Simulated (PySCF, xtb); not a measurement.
C3H5BF2. Atoms are numbered in the order given.

```xyz
11

C      1.9131     0.4473     0.1129
C      0.6940     0.2195    -0.3846
F      0.4789     0.3644    -1.7042
B     -0.5550    -0.2179     0.4577
C     -1.9687    -0.4381    -0.1574
F     -0.3559    -0.3650     1.7675
H      2.7484     0.7492    -0.5245
H      2.0790     0.3286     1.1847
H     -2.6010    -1.0996     0.4516
H     -2.4700     0.5469    -0.2021
H     -1.9182    -0.8023    -1.1935
```
Charge 0, spin multiplicity 1.

Geometry: PBE0-D3(BJ)/def2-SVP. The structure was generated by enumeration, and PubChem lists no compound with its InChIKey, so it may never have been made. The values are those of a single conformer.

Calculation: PySCF with C-PCM-ωB97X/def2-SVP.

The values are the electrostatic part of the solvation free energy, E(continuum) − E(gas) at the gas-phase geometry, in a cavity of scaled van der Waals radii (PySCF's table); cavitation and dispersion terms are not included. In vacuum the orbital gap is 11.02 eV. The dipole moment in vacuum is 0.22 D.

Problem. Estimate the values in water (ε = 78.36), toluene (ε = 2.37), ethanol (ε = 24.85). (An estimate is asked for; the answer gives what the named calculation found.)

Solution. 
```json
[
 {"solvent": "water", "ε": "78.36", "ΔG(elec) (kcal/mol)": "-2.4", "dipole (D)": "0.30", "gap (eV)": "11.09"},
 {"solvent": "toluene", "ε": "2.37", "ΔG(elec) (kcal/mol)": "-1.4", "dipole (D)": "0.26", "gap (eV)": "11.06"},
 {"solvent": "ethanol", "ε": "24.85", "ΔG(elec) (kcal/mol)": "-2.3", "dipole (D)": "0.30", "gap (eV)": "11.09"}
]
```

For comparison, GFN2-xTB/ALPB(water) (xtb, at the GFN2-xTB geometry, all terms of that model) gives -2.4 kcal/mol.
